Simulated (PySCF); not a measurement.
## Two-component Hartree-Fock for Cu²⁷⁺ (copper, charge +27)

Start: 1s2. Calculated with PySCF 2.14 in an even-tempered Gaussian basis (15 s from 36 bohr⁻², ratio 2.4; 9 p from 47 bohr⁻², ratio 2.4; 3 d from 150 bohr⁻², ratio 2.6; 3 f from 220 bohr⁻², ratio 2.6): generalised Hartree-Fock with the X2C-1e Hamiltonian and a Gaussian nucleus; one run each with spin-orbit coupling (SO) switched off, then screened by Boettger's factors, then bare.

| spinor shell | electrons | ε, spin-free (eV) | ε, screened SO (eV) | ε, bare SO (eV) | weight of nominal j (screened SO) | rms radius, screened SO (bohr) |
| --- | --- | --- | --- | --- | --- | --- |
| 1s1/2 | 2 | -11072.3 | -11072.3 | -11072.3 | 1.000 | 0.0595 |

| quantity | spin-free | screened SO | bare SO |
| --- | --- | --- | --- |
| E (hartree) | -832.15122 | -832.15122 | -832.15122 |
| M_J | 0 | 0 | 0 |
| ⟨J²⟩ | 0.000 | 0.000 | 0.000 |
| ⟨L²⟩ | 0.000 | 0.000 | 0.000 |
| ⟨S²⟩ | 0.000 | 0.000 | 0.000 |

Without spin-orbit coupling the j labels of p, d and f shells carry no meaning; the spin-free column gives the mean over the occupied spinors of each nl shell.
